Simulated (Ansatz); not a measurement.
Reaction (formal exchange of groups at the Se–C bond): `C[Se][GeH3]` + `C=O` → `O=C[Se][GeH3]` + CH₄

Gas-phase electronic energies from Ansatz, PBE0-D4/def2-TZVP geometries. CCSD(T)/CBS is the MP2 limit (def2-TZVPP, def2-QZVPP) plus CCSD(T) − MP2 in def2-TZVPP, frozen cores. This one scheme is used for every species. Functionals use def2-TZVPP. For Ge, Se outer-core shells are correlated without core-valence functions, which leaves a few kJ/mol of doubt a bond. Scalar relativity is left out up to krypton. One conformer a species, not always the lowest.

```csv
species,PBE0 energy (Eh)
`C[Se][GeH3]`,-4519.70242
`C=O`,-114.41933
`O=C[Se][GeH3]`,-4593.67380
CH₄,-40.47541
```

(1) Work out ΔE.

Largest T1 diagnostic among the species: 0.015.

Results:

(1) ΔE = (-4593.67380) + (-40.47541) − (-4519.70242) − (-114.41933) = -0.02746 Eh = -72.1 kJ/mol. CCSD(T)/CBS gives -64.8 kJ/mol.

In def2-TZVPP, CCSD(T) changes the Hartree–Fock value by −17.2 kJ/mol (the triples alone add −5.8 kJ/mol) and MP2 by −21.4 kJ/mol. From PBE to PBE0 (25 % exact exchange), in def2-TZVPP and without D4, ΔE moves by +10.7 kJ/mol.
